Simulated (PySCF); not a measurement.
C5H6F2, SMILES C=C(F)/C=C(\C)F.

Coordinates come from a r2SCAN-D4/def2-SVP optimisation. Other conformers were not sampled.

All values below come from B3LYP/def2-TZVP (PySCF).

Symmetry labels are those of the subgroup Cs that the program uses (full group Cs).

Computed valence orbital energies around the gap with their symmetry:
```tsv
orbital	symmetry	energy (eV)
HOMO−7	A'	-12.49
HOMO−6	A'	-11.38
HOMO−5	A"	-11.34
HOMO−4	A'	-11.05
HOMO−3	A'	-10.43
HOMO−2	A'	-10.41
HOMO−1	A"	-8.64
HOMO	A"	-6.44
LUMO	A"	-1.17
LUMO+1	A'	1.08
LUMO+2	A'	1.55
LUMO+3	A"	1.59
```
